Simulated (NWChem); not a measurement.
# AlHICl; SMILES [Cl][AlH][I]

```xyz
4

Al     0.8464     1.0940     0.0000
Cl    -0.4552     2.7376     0.0000
H      2.3995     1.3228     0.0000
I     -0.1069    -1.1714     0.0000
```
Atoms are numbered in this order, from 1.

Results from NWChem. Geometry: optimised at PBE0/def2-SVP. def2 effective core potentials on I; no spin-orbit coupling. Vertical excitations in the gas phase.

Predict the results for Hartree-Fock/def2-SVPD, CIS. Quantities: lowest excitation, singlet (eV); oscillator strength of that lowest state; lowest state with f > 0.02, singlet (eV); orbital gap (eV).


| Item | Result |
|---|---|
| lowest excitation, singlet (eV) | 6.28 |
| oscillator strength of that lowest state | 0.000 |
| lowest state with f > 0.02, singlet (eV) | 6.78 |
| orbital gap (eV) | 11.53 |
